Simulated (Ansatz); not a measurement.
Ideal-gas functions of C$_{2}$HF$_{2}$Si (`[C]#C[SiH](F)F`) radical at 600 K and 1 bar, from an Ansatz frequency run at PBE0-D4/def2-TZVP.

Molar mass 91.11 g/mol, point group Cs (symmetry number 1), electronic degeneracy 2, moments of inertia 72.646, 159.891, 211.173 u Å². Harmonic wavenumbers (cm⁻¹, unscaled): 119, 146, 295, 316, 397, 650, 831, 835, 906, 980, 2175, 2323.

Use S(trans) = R[1.5 ln M + 2.5 ln T − 1.1517]; rotational temperatures θ = 24.2544 K / I; S(rot) = R[ln(√π/σ · √(T³/θAθBθC)) + 1.5]; for each mode x = 1.438777 ν̃/T, S = R[x/(eˣ − 1) − ln(1 − e⁻ˣ)] and H = RT x/(eˣ − 1); 1 cm⁻¹ = 0.0119627 kJ/mol; R = 8.31446 J/(mol·K).

Q: By hand: the entropy, in J/(mol·K).

A: Translation 179.7. Rotation: θ = 0.3339, 0.1517, 0.1149 K, giving 118.4. Vibration, mode by mode: 18.77, 17.08, 11.36, 10.82, 9.03, 5.42, 3.83, 3.80, 3.33, 2.89, 0.28, 0.21, in all 86.8. Electronic 5.8. Sum 390.7 J/(mol·K).

Q: By hand: H − E and G − E in kJ/mol, counted from the electronic energy.

A: Zero-point energy ½ × 9973 × 0.0119627 = 59.7; thermal vibration 26.3; translation, rotation and pV give 4 RT = 20.0. H − E = 106.0 kJ/mol, and G − E = 106.0 − 600 × 390.7/1000 = -128.4 kJ/mol.

Vibration gives 22 % of the entropy, 35.9 J/(mol·K) of it from the modes under 150 cm⁻¹: soft modes count most, and the harmonic formula is weakest for them.
